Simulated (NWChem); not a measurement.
System: cyclopentadiene (C₅H₆); SMILES C1=CCC=C1

Output (shortened):

```
             Northwest Computational Chemistry Package (NWChem) 7.3.0
             --------------------------------------------------------

 C2V symmetry detected

                             Geometry "geometry" -> ""
                             -------------------------

 Output coordinates in angstroms (scale by  1.889725989 to convert to a.u.)

  No.       Tag          Charge          X              Y              Z
 ---- ---------------- ---------- -------------- -------------- --------------
    1 C                    6.0000     0.73179900     0.00000000    -0.99063472
    2 C                    6.0000     1.17547600     0.00000000     0.28497728
    3 C                    6.0000     0.00000000     0.00000000     1.20970728
    4 C                    6.0000    -1.17547600     0.00000000     0.28497728
    5 C                    6.0000    -0.73179900     0.00000000    -0.99063472
    6 H                    1.0000     1.35349200     0.00000000    -1.88802172
    7 H                    1.0000     2.21576900     0.00000000     0.61342528
    8 H                    1.0000     0.00000000     0.88087100     1.87941928
    9 H                    1.0000     0.00000000    -0.88087100     1.87941928
   10 H                    1.0000    -2.21576900     0.00000000     0.61342528
   11 H                    1.0000    -1.35349200     0.00000000    -1.88802172

 Effective nuclear repulsion energy (a.u.)     156.6664442716

      Symmetry information
      --------------------

 Group name             C2v
 Group number             16
 Group order               4
 No. of unique centers     6

                                 NWChem DFT Module
                                 -----------------

 Summary of "ao basis" -> "ao basis" (spherical)
 ------------------------------------------------------------------------------
       Tag                 Description            Shells   Functions and Types
 ---------------- ------------------------------  ------  ---------------------
 C                           6-31g*                  6       14   3s2p1d
 H                           6-31g*                  2        2   2s

      Symmetry analysis of basis
      --------------------------

        a1         33
        a2          9
        b1         27
        b2         13

            General Information
            -------------------
          SCF calculation type: DFT
          Wavefunction type:  closed shell.
          No. of atoms     :    11
          No. of electrons :    36
           Alpha electrons :    18
            Beta electrons :    18
          Charge           :     0
          Spin multiplicity:     1
          Use of symmetry is: on ; symmetry adaption is: on
          Maximum number of iterations: 150
          AO basis - number of functions:    82
                     number of shells:    42
          Convergence on energy requested:  1.00D-06
          Convergence on density requested:  1.00D-05
          Convergence on gradient requested:  5.00D-04

              XC Information
              --------------
                         B3LYP Method XC Potential
                     Hartree-Fock (Exact) Exchange  0.200
                        Slater Exchange Functional  0.800 local
                    Becke 1988 Exchange Functional  0.720 non-local
              Lee-Yang-Parr Correlation Functional  0.810
                  VWN I RPA Correlation Functional  0.190 local

             Grid Information
             ----------------
          Grid used for XC integration:  medium
          Radial quadrature: Mura-Knowles
          Angular quadrature: Lebedev.
          Tag              B.-S. Rad. Rad. Pts. Rad. Cut. Ang. Pts.
          ---              ---------- --------- --------- ---------
          C                   0.70       49           9.0       434
          H                   0.35       45          11.0       434
          Grid pruning is: on
          Number of quadrature shells:   282
          Spatial weights used:  Erf1

      Superposition of Atomic Density Guess
      -------------------------------------

 Sum of atomic energies:        -191.29066598

      Non-variational initial energy
      ------------------------------

 Total energy =    -194.771259
 1-e energy   =    -565.818536
 2-e energy   =     214.380833
 HOMO         =      -0.238297
 LUMO         =      -0.010902

      Symmetry analysis of molecular orbitals - initial
      -------------------------------------------------

  Numbering of irreducible representations:

     1 a1          2 a2          3 b1          4 b2

  Orbital symmetries:

     1 a1          2 a1          3 b1          4 a1          5 b1
     6 a1          7 b1          8 a1          9 a1         10 b1
    11 a1         12 b2         13 b1         14 a1         15 b1
    16 a1         17 b2         18 a2         19 b2         20 a2
    21 a1         22 a1         23 b1         24 a1         25 b1
    26 b2         27 b1         28 a1

     ---------------------------------------------
      Total Density - Mulliken Population Analysis
     ---------------------------------------------

    Atom       Charge   Shell Charges
 -----------   ------   -------------------------------------------------------
    1 C    6     6.23   2.00  0.74  1.94  0.54  0.97  0.04
    2 C    6     6.24   2.00  0.74  1.92  0.57  0.98  0.04
    3 C    6     6.45   2.00  0.71  1.98  0.62  1.10  0.04
    4 C    6     6.24   2.00  0.74  1.92  0.57  0.98  0.04
    5 C    6     6.23   2.00  0.74  1.94  0.54  0.97  0.04
    6 H    1     0.78   0.46  0.32
    7 H    1     0.78   0.46  0.32
    8 H    1     0.74   0.45  0.30
    9 H    1     0.74   0.45  0.30
   10 H    1     0.78   0.46  0.32
   11 H    1     0.78   0.46  0.32

   convergence    iter        energy       DeltaE   RMS-Dens  Diis-err
 ---------------- ----- ----------------- --------- --------- ---------
 d= 0,ls=0.0,diis     1   -194.0470781819 -3.51D+02  9.01D-03  3.89D-01
 d= 0,ls=0.0,diis     2   -194.0935836674 -4.65D-02  3.52D-03  2.33D-02
 d= 0,ls=0.0,diis     3   -194.0929400973  6.44D-04  1.87D-03  2.85D-02
 d= 0,ls=0.0,diis     4   -194.0965394052 -3.60D-03  4.40D-04  2.39D-03
 d= 0,ls=0.0,diis     5   -194.0968321034 -2.93D-04  1.00D-04  1.58D-04
  Resetting Diis
 d= 0,ls=0.0,diis     6   -194.0968521706 -2.01D-05  1.05D-05  1.60D-06
 d= 0,ls=0.0,diis     7   -194.0968523744 -2.04D-07  2.94D-06  2.58D-08

         Total DFT energy =     -194.096852374390
      One electron energy =     -570.253491149360
           Coulomb energy =      248.863521837880
    Exchange-Corr. energy =      -29.373327334472
 Nuclear repulsion energy =      156.666444271562

 Numeric. integr. density =       35.999986932144

                  Occupations of the irreducible representations
                  ----------------------------------------------

                     irrep           alpha         beta
                     --------     --------     --------
                     a1                9.0          9.0
                     a2                1.0          1.0
                     b1                6.0          6.0
                     b2                2.0          2.0

                       DFT Final Molecular Orbital Analysis
                       ------------------------------------

 Vector   16  Occ=2.000000D+00  E=-3.538784D-01  Symmetry=b1
              MO Center=  2.0D-13, -9.8D-17,  3.3D-01, r^2= 3.0D+00
   Bfn.  Coefficient  Atom+Function         Bfn.  Coefficient  Atom+Function
  ----- ------------  ---------------      ----- ------------  ---------------
    31      0.378827   3 C  px               17     -0.240843   2 C  px
    45     -0.240843   4 C  px               19      0.194553   2 C  pz
    35      0.194427   3 C  px               47     -0.194553   4 C  pz
     6      0.148952   1 C  s                62     -0.148952   5 C  s
    74     -0.138946   7 H  s                80      0.138946  10 H  s

 Vector   17  Occ=2.000000D+00  E=-2.932251D-01  Symmetry=b2
              MO Center= -7.3D-17,  1.1D-15, -2.8D-01, r^2= 2.6D+00
   Bfn.  Coefficient  Atom+Function         Bfn.  Coefficient  Atom+Function
  ----- ------------  ---------------      ----- ------------  ---------------
     4      0.317686   1 C  py               60      0.317686   5 C  py
     8      0.210006   1 C  py               64      0.210006   5 C  py
    32     -0.179032   3 C  py               18      0.171206   2 C  py
    46      0.171206   4 C  py               76     -0.156629   8 H  s
    78      0.156629   9 H  s                75     -0.129373   8 H  s

 Vector   18  Occ=2.000000D+00  E=-2.108204D-01  Symmetry=a2
              MO Center= -1.8D-15, -2.6D-16, -1.1D-01, r^2= 2.5D+00
   Bfn.  Coefficient  Atom+Function         Bfn.  Coefficient  Atom+Function
  ----- ------------  ---------------      ----- ------------  ---------------
    18      0.348867   2 C  py               46     -0.348867   4 C  py
    22      0.277373   2 C  py               50     -0.277373   4 C  py
     4      0.239851   1 C  py               60     -0.239851   5 C  py
     8      0.178803   1 C  py               64     -0.178803   5 C  py

 Vector   19  Occ=0.000000D+00  E=-1.036168D-02  Symmetry=b2
              MO Center=  3.2D-15,  8.8D-17,  6.7D-02, r^2= 3.1D+00
   Bfn.  Coefficient  Atom+Function         Bfn.  Coefficient  Atom+Function
  ----- ------------  ---------------      ----- ------------  ---------------
    22      0.417996   2 C  py               50      0.417996   4 C  py
    18      0.339603   2 C  py               46      0.339603   4 C  py
    76     -0.309003   8 H  s                78      0.309003   9 H  s
     8     -0.296603   1 C  py               64     -0.296603   5 C  py
     4     -0.236400   1 C  py               60     -0.236400   5 C  py

[...]
```

Level: B3LYP/6-31G* (spherical d). All runs use the structure optimised with PBE0/def2-SVP. B3LYP is NWChem's, with the RPA form of VWN correlation.

### Question
Reconstruct the input file.

### Answer
Several could match; the one computed here: the input that was run:
```
start job
memory heap 200 mb stack 900 mb global 1100 mb
geometry units angstroms noautoz
  C      0.731799     0.000000    -0.991285
  C      1.175476     0.000000     0.284327
  C      0.000000     0.000000     1.209057
  C     -1.175476     0.000000     0.284327
  C     -0.731799     0.000000    -0.991285
  H      1.353492     0.000000    -1.888672
  H      2.215769     0.000000     0.612775
  H      0.000000     0.880871     1.878769
  H      0.000000    -0.880871     1.878769
  H     -2.215769     0.000000     0.612775
  H     -1.353492     0.000000    -1.888672
end
basis spherical
  * library 6-31g*
end
dft
  xc b3lyp
  iterations 150
  mulliken
end
task dft energy
```
